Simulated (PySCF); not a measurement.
ClFH₃NOSi, SMILES N[Si@@](O)(F)Cl.

The structure is a stationary point at PBE0-D3(BJ)/def2-SVP. The structure was generated by enumeration; whether it is a known compound was not checked. Other conformers were not sampled.

Level of theory: PySCF with SMD-PBE0/6-31G*.

Solvation free energies are E(SMD) − E(gas) at the gas-phase geometry, for 1 M in both phases. In vacuum the dipole moment is 3.57 D.

Task: Rank water, chloroform, methanol by solvation free energy, most negative first.

Result: methanol (-10.2 kcal/mol), water (-8.1 kcal/mol), chloroform (-7.1 kcal/mol)
